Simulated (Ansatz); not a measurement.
Born–Oppenheimer molecular dynamics of BCl₃H₂S (7 atoms, charge 0, multiplicity 1). It starts at the highest image of a converged band, a first-order saddle point between two minima.

All numbers below come from RKS PBE-D4/def2-SVP in Ansatz 0.2.0.

* ensemble: NVE (velocity Verlet)
* time step: 0.5 fs
* steps asked: 200
* starting velocities drawn for: 300 K
* seed: 2404

First frame:

```xyz
7
Properties=species:S:1:pos:R:3
B 0.066 -0.408 -0.105
Cl -0.168 0.107 2.021
Cl 1.588 0.344 -0.636
Cl -1.460 0.007 -0.922
S 0.324 -2.312 0.312
H -1.001 -2.636 0.317
H 0.133 -1.350 1.716
```

Problem. How far do the bonds stretch over the last three quarters of this one trajectory? (Pairs bonded in most of those frames.)

Solution. 
```json
{"bond": "B1–Cl3", "mean (Å)": "1.772", "spread (Å)": "0.023", "shortest": "1.73", "longest": "1.80"}
{"bond": "B1–Cl4", "mean (Å)": "1.778", "spread (Å)": "0.021", "shortest": "1.75", "longest": "1.81"}
{"bond": "B1–S5", "mean (Å)": "1.836", "spread (Å)": "0.038", "shortest": "1.76", "longest": "1.91"}
{"bond": "Cl2–H7", "mean (Å)": "1.327", "spread (Å)": "0.071", "shortest": "1.24", "longest": "1.50"}
{"bond": "S5–H6", "mean (Å)": "1.364", "spread (Å)": "0.022", "shortest": "1.33", "longest": "1.40"}
```

Mean temperature of the second half: 684 K. The conserved energy stayed within 0.12 meV per atom of its start (net change -0.052 meV per atom), so the integration is sound. The kinetic energy rose, since the run started high on the potential surface and went downhill. It ends in pieces (BCl2HS + ClH), so much of that is their flight and rotation, not heat. A run of 0.1 ps of so small a system gives no equilibrium averages. The orbitals stay closed-shell, which can raise the energy where a bond breaks towards radicals; this wasn't checked here.

Time of the run: 8.9 min on 2 threads of Intel(R) Xeon(R) Platinum 8259CL CPU @ 2.50GHz (Skylake/Cascade Lake), on a shared host, peak memory 0.17 GiB.
